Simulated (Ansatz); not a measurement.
Computed with Ansatz.

A structure relaxed at PBE0-D4/def2-TZVP, charge 0, multiplicity 1:

```xyz
12

Cl   -1.525   -0.502   -2.371
C    -0.842   -0.633   -0.705
C    -0.515    0.774   -0.186
C     0.480    0.694    0.987
Al    1.474   -0.872    0.382
O     0.270   -1.450   -0.709
H    -1.650   -1.098   -0.133
H    -1.445    1.291    0.066
H    -0.059    1.325   -1.013
H     1.019    1.631    1.128
H    -0.034    0.480    1.932
H     2.827   -1.641    0.621
```

Give its formula and SMILES.

C3H6AlClO, `ClC1C[CH2][AlH][O]1`.

Summarise the bond lengths by kind.

1 × C–Cl 1.805 Å; 2 × C–C 1.534 to 1.540 Å; 1 × C–O 1.380 Å; 5 × C–H 1.090 to 1.097 Å; 1 × Al–C 1.952 Å; 1 × Al–O 1.724 Å; 1 × Al–H 1.574 Å.
